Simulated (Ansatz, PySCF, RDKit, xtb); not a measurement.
Pair of molecules: HCl (SMILES Cl) (first 2 atoms) with C2H2 (SMILES C#C); geometry from B3LYP-D3(BJ)/def2-TZVP, rigid monomers moved along the line of their centres of mass till H2···C4 is 2.74 Å.
(charge 0, multiplicity 1):
```xyz
6

Cl    -0.11766     0.53799    -0.46653
H     -0.12369     0.34363     0.81058
C     -0.55307    -0.47342     3.38883
C      0.29318     0.36467     3.51592
H     -1.30440    -1.21820     3.28041
H      1.04454     1.10817     3.63268
```

Monomers are frozen at their geometry in the pair; levels with a basis set take the counterpoise correction. Rows marked so take none. RDKit's UFF carries no charges.

Cores are frozen in the correlated methods. Rows in 6-31G* carry no dispersion term and start afresh at each structure (6-31G* with six Cartesian d functions).

The values were computed with Ansatz (Gaussian basis) for Hartree–Fock, density functionals and correlated methods; PySCF for 6-31G* rows, the dispersion terms; RDKit for the force fields; xtb for the GFN methods. Values without a source in brackets are computed.

```json
[
 {"level": "UFF", "interaction energy (meV)": "4.4"},
 {"level": "GFN-FF", "interaction energy (meV)": "-94.3"},
 {"level": "GFN1-xTB", "interaction energy (meV)": "-61.9"},
 {"level": "HF/6-31G* (no counterpoise)", "interaction energy (meV)": "-99.5"},
 {"level": "r2SCAN-D3(BJ)/def2-TZVPPD", "interaction energy (meV)": "-124.7"},
 {"level": "B3LYP-D3(BJ)/def2-TZVPPD", "interaction energy (meV)": "-124.1"},
 {"level": "M06-2X/6-31G* (no counterpoise)", "interaction energy (meV)": "-143.1"},
 {"level": "SCS-MP2/aug-cc-pV(D+d)Z", "interaction energy (meV)": "-90.2"},
 {"level": "CCSD/aug-cc-pV(T+d)Z", "interaction energy (meV)": "[?]"}
]
```

Problem. Some entries are withheld; supply them.

Solution. 
- CCSD/aug-cc-pV(T+d)Z, interaction energy (meV): -97.0

Ansatz is a first-principles code.
